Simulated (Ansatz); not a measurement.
Frontier orbitals of C₂H₉BSSi (`BC[SiH2]SC`).

Cartesian coordinates in Å:
```
B 1.2890 -0.2404 0.6637
C 0.6664 1.2713 0.5535
Si -1.0178 0.6389 0.9076
S -0.4334 -1.3635 0.2220
C -0.5718 -1.1133 -1.5657
H 2.0998 -0.6043 -0.1490
H 1.4905 -0.6132 1.7945
H 1.0653 1.9698 1.2900
H 0.7536 1.7181 -0.4389
H -2.2187 1.0895 0.1485
H -1.3567 0.4790 2.3418
H -0.2198 -0.1214 -1.8469
H -1.6063 -1.2491 -1.8776
H 0.0597 -1.8614 -2.0435
```

The species carries charge 0 and has multiplicity 1. The structure was optimised at the PBE0-D4/def2-TZVP level. It is one conformer, not always the lowest. Basis def2-TZVPP, the Gaussian-basis code of Ansatz.

```tsv
functional	HOMO (eV)	LUMO (eV)	gap (eV)
PBE	-6.27	-1.08	5.19
PBE0	-7.45	-0.22	7.23
BHLYP	-8.55	0.67	9.22
ωB97M-V	-9.62	1.46	11.08
```

A quarter of exact exchange (PBE0) shifts PBE's HOMO by −1.18 eV and its LUMO by +0.86 eV; full exchange at long range (ωB97M-V) shifts them by −3.35 and +2.54 eV. The gap opens from 5.19 to 11.08 eV, since occupied levels lose self-interaction and empty ones feel all the electrons. A positive LUMO is unbound and depends on the basis.
